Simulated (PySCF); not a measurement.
## Kr+ (krypton, charge +1) across methods

[Ar] 3d10 4s2 4p4 5s1, high-spin 4P determinant (an excited configuration). Calculation: PySCF 2.14, in aug-cc-pwCVDZ-PP with ECP10MDF (6s5p4d1f, 48 functions); scalar relativity through the core potential.

```csv
method,E (hartree),mean ε 4p α (eV),mean ε 4p β (eV),mean ε 5s α (eV),Σ⟨r²⟩ (bohr²),⟨S²⟩
M06,-462.6285,-26.496,-24.185,-8.387,43.82,3.751
PBE0,-462.4994,-26.570,-24.267,-8.651,43.94,3.752
PBEsol,-462.1169,-24.786,-22.631,-8.163,43.83,3.751
UHF,-461.20444,-30.947,-27.981,-9.861,44.53,3.756
wB97X-V,-462.4967,-28.949,-26.909,-10.055,44.01,3.752
M06-2X,-462.7176,-27.943,-25.772,-9.360,44.33,3.754
LDA,-461.8935,-24.851,-22.776,-8.314,43.73,3.751
r2SCAN,-462.3871,-25.519,-23.227,-8.158,44.07,3.753
```

Question: Estimate the same row for PBE.

Answer: E (hartree) = -462.5286; mean ε 4p α (eV) = -24.788; mean ε 4p β (eV) = -22.647; mean ε 5s α (eV) = -8.114; Σ⟨r²⟩ (bohr²) = 43.84; ⟨S²⟩ = 3.751.

Energies and moments cover only the electrons outside the core potential. The outer electron is Rydberg-like, and this basis confines it to a smaller radius and binds it less than a complete one would.
